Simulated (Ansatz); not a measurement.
Consider the isomerisation: `C/C=[N]\[GeH3]` → `C/N=[CH]\[GeH3]`.

Calculated with Ansatz (gas phase, PBE0-D4/def2-TZVP geometries, no zero-point term in ΔE). CCSD(T)/CBS adds triple-zeta CCSD(T) − MP2 to the extrapolated MP2 energy (def2 sets, frozen cores). Double bonds are as drawn, so ΔE can hold a change between cis and trans. DFT in def2-TZVPP. B3LYP here is the variant with VWN-RPA as its local correlation; programs differ in this. For Ge outer-core shells are correlated without core-valence functions, which leaves a few kJ/mol of doubt a bond. Scalar relativity is left out up to krypton.

```json
{"level": "PBE-D4", "ΔE (kcal/mol)": "11.0", "difference from CCSD(T)/CBS": "-1.6"}
{"level": "r2SCAN-D4", "ΔE (kcal/mol)": "12.4", "difference from CCSD(T)/CBS": "-0.2"}
{"level": "PBE0-D4", "ΔE (kcal/mol)": "12.1", "difference from CCSD(T)/CBS": "-0.5"}
{"level": "B3LYP-D4", "ΔE (kcal/mol)": "12.4", "difference from CCSD(T)/CBS": "-0.2"}
{"level": "ωB97X-V", "ΔE (kcal/mol)": "12.8", "difference from CCSD(T)/CBS": "0.2"}
{"level": "ωB97M-V", "ΔE (kcal/mol)": "12.8", "difference from CCSD(T)/CBS": "0.2"}
{"level": "B2PLYP", "ΔE (kcal/mol)": "12.9", "difference from CCSD(T)/CBS": "0.3"}
{"level": "PBE", "ΔE (kcal/mol)": "11.0", "difference from CCSD(T)/CBS": "-1.6"}
{"level": "r2SCAN", "ΔE (kcal/mol)": "12.4", "difference from CCSD(T)/CBS": "-0.2"}
{"level": "PBE0", "ΔE (kcal/mol)": "12.0", "difference from CCSD(T)/CBS": "-0.6"}
{"level": "B3LYP", "ΔE (kcal/mol)": "12.2", "difference from CCSD(T)/CBS": "-0.4"}
{"level": "HF/def2-TZVPP", "ΔE (kcal/mol)": "15.2", "difference from CCSD(T)/CBS": "2.6"}
{"level": "MP2/def2-TZVPP", "ΔE (kcal/mol)": "13.5", "difference from CCSD(T)/CBS": "0.9"}
{"level": "SCS-MP2/def2-TZVPP", "ΔE (kcal/mol)": "13.4", "difference from CCSD(T)/CBS": "0.8"}
{"level": "CCSD/def2-TZVPP", "ΔE (kcal/mol)": "12.7", "difference from CCSD(T)/CBS": "0.1"}
{"level": "CCSD(T)/def2-TZVPP", "ΔE (kcal/mol)": "12.4", "difference from CCSD(T)/CBS": "-0.2"}
{"level": "HF/def2-QZVPP", "ΔE (kcal/mol)": "15.3", "difference from CCSD(T)/CBS": "2.7"}
{"level": "MP2/def2-QZVPP", "ΔE (kcal/mol)": "13.6", "difference from CCSD(T)/CBS": "1.0"}
{"level": "SCS-MP2/def2-QZVPP", "ΔE (kcal/mol)": "13.5", "difference from CCSD(T)/CBS": "0.9"}
{"level": "HF/CBS(def2)", "ΔE (kcal/mol)": "15.3", "difference from CCSD(T)/CBS": "2.7"}
{"level": "MP2/CBS(def2)", "ΔE (kcal/mol)": "13.7", "difference from CCSD(T)/CBS": "1.1"}
{"level": "CCSD/CBS(def2)", "ΔE (kcal/mol)": "12.9", "difference from CCSD(T)/CBS": "0.3"}
{"level": "CCSD(T)/CBS", "ΔE (kcal/mol)": "12.6", "difference from CCSD(T)/CBS": "0"}
```

Largest T1 diagnostic among the species: 0.013.

In def2-TZVPP, CCSD(T) changes the Hartree–Fock value by −2.8 kcal/mol (the triples alone add −0.3 kcal/mol) and MP2 by −1.7 kcal/mol. From PBE to PBE0 (25 % exact exchange), in def2-TZVPP and without D4, ΔE moves by +1.0 kcal/mol.
